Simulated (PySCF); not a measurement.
**Question.** What does the GFN2-xTB structure of `C#C[C@@H]1C[C@]12C[C@@H]2F` look like in three dimensions?

**Answer.** 
```
atom  x, y, z in Å
C1    -0.9821   -1.8852    1.9035
C2    -0.6553   -1.5282    0.8079
C3    -0.2623   -1.0764   -0.4896
C4     1.2039   -0.7771   -0.7622
C5     0.2227    0.3232   -0.6523
C6     0.0715    1.6104    0.0714
C7    -0.1743    1.5199   -1.4143
F8    -1.4626    1.6210   -1.8609
H9    -1.2759   -2.2113    2.8558
H10   -0.8475   -1.5011   -1.2987
H11    1.5996   -1.0293   -1.7356
H12    1.9025   -0.9149    0.0508
H13    0.9513    2.1376    0.4105
H14   -0.7923    1.7270    0.7097
H15    0.4963    1.9922   -2.1235
```

Orientation and origin are arbitrary. Atoms count from 1 in this order. The 8 C–C bonds span 1.198 Å (C1≡C2, drawn triple) to 1.521 Å (C3–C4, drawn single), a spread of 0.323 Å. The 3-membered ring C3–C4–C5 has internal angles of 58.8° to 61.6°. The 3-membered ring C5–C6–C7 has internal angles of 59.0° to 61.3°.

Bonds between heavy atoms (Å): C1≡C2 1.198, C2–C3 1.429, C3–C4 1.521, C4–C5 1.478, C5–C6 1.484, C6–C7 1.509, C7–F8 1.367, C3–C5 1.490, C5–C7 1.473.

Structure optimised with GFN2-xTB, isolated species.

Point group: C1 (no symmetry element, even within 0.4 Å). No GFN2-xTB frequencies stand behind this structure, so it isn't proved a minimum.

The numbers are calculated, not measured.
